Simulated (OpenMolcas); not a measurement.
An atom or ion with 12 electrons was computed by MS-CASPT2, IPEA 0.25 Eh, imaginary shift 0.1 Eh with spin-orbit coupling (OpenMolcas, ANO-RCC-VQZP, DKH2). The lowest levels that the run gave, each within 12 % of the measured value where one is at hand:

```json
{"J": "0", "Parity": "even", "E (cm⁻¹)": "0.0", "g": ""}
{"J": "0", "Parity": "odd", "E (cm⁻¹)": "52173", "g": ""}
{"J": "1", "Parity": "odd", "E (cm⁻¹)": "52282", "g": "1.501"}
{"J": "2", "Parity": "odd", "E (cm⁻¹)": "52501", "g": "1.501"}
{"J": "1", "Parity": "odd", "E (cm⁻¹)": "84728", "g": "1.000"}
{"J": "0", "Parity": "even", "E (cm⁻¹)": "129675", "g": ""}
{"J": "1", "Parity": "even", "E (cm⁻¹)": "129785", "g": "1.501"}
{"J": "2", "Parity": "even", "E (cm⁻¹)": "129892", "g": "1.335"}
{"J": "2", "Parity": "even", "E (cm⁻¹)": "130212", "g": "1.166"}
{"J": "0", "Parity": "even", "E (cm⁻¹)": "153748", "g": ""}
```

Which ion is it, and what are the configurations and terms?

Si²⁺ (Z = 14, charge +2; active space 2 electrons in 4 orbitals (3s 3p)). J, parity and g give the terms where levels are pure, and mixed ones are named by the computed weights; the size of the splittings, set against known spectra of the 12-electron sequence, gives the charge. In order, with the measured energies in cm⁻¹ (NIST levels in Kelleher and Podobedova, J. Phys. Chem. Ref. Data 37, 1285 (2008)): 3s² ¹S₀, 3s 3p ³P°₀ (52725), 3s 3p ³P°₁ (52853), 3s 3p ³P°₂ (53115), 3s 3p ¹P°₁ (82884), 3p² ³P₀ (129708), 3p² ³P₁ (129842), 3p² ³P₂ [67 %] (130101), 3p² ¹D₂ [67 %] (122215), 3p² ¹S₀ (153444).

Over all roots computed the reference weight is 0.92 to 0.99; the roots of lowest weight are the least certain, and an intruder state may touch them. Some levels mix across a computed gap that differs much from the measured one, so their mixing is not that of the real levels. The ¹D term of p² mixes with s d, which this space lacks. Measured partners are found by configuration, term and J. A level has none where our copy of the source lacks it or the pairing is in doubt (some pairs that miss far off the trend of their configuration count as doubtful), and it then counts in no deviation. Only configurations of the active space appear.

A share in square brackets marks a mixed level and gives the weight of the term that names it. ° marks odd parity.
